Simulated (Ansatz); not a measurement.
The cluster Pb₃O₄⁺. Total charge 1; doublet. Geometry PBE0-D4/def2-SVP; atoms count from 1.

```xyz
7

Pb   -0.283    2.214   -1.198
Pb    2.143   -1.082   -1.230
Pb   -0.409   -1.587    1.934
O    -1.782    1.148    0.322
O     1.020   -1.632    0.484
O     1.119    0.762   -1.460
O    -1.808    0.175    1.148
```

In the def2 sets Pb takes a core potential; there is no spin–orbit coupling. The structure holds one bond between oxygen atoms, so isomers without such links may lie far lower. Another isomer (doublet) lies 0.34 eV lower at PBE0-D4/def2-TZVP; other spin states weren't run for this one.

(1) Estimate the Mulliken populations from the PBE0/def2-TZVP orbitals of Ansatz.

(2) Where does the spin sit?

(3) And the Mayer bond orders between bonded heavy atoms (over 0.3)?

## Answers

(1) 
```csv
atom,charge (e),spin (α − β)
Pb1,1.03,-0.01
Pb2,1.01,0.00
Pb3,1.03,-0.01
O4,-0.25,0.50
O5,-0.78,0.01
O6,-0.78,0.01
O7,-0.25,0.50
```
Mulliken values and Mayer orders depend strongly on the basis.

(2) Summed by element: Pb -0.01, O 1.01, of 1 unpaired in all. Largest on single atoms: O4 0.50, O7 0.50, Pb1 -0.01.

(3) Pb1–O4 0.37 (2.39 Å); Pb1–O6 1.08 (2.04 Å); Pb2–O5 0.74 (2.12 Å); Pb2–O6 0.73 (2.12 Å); Pb3–O5 1.07 (2.04 Å); Pb3–O7 0.37 (2.38 Å); O4–O7 1.30 (1.28 Å).
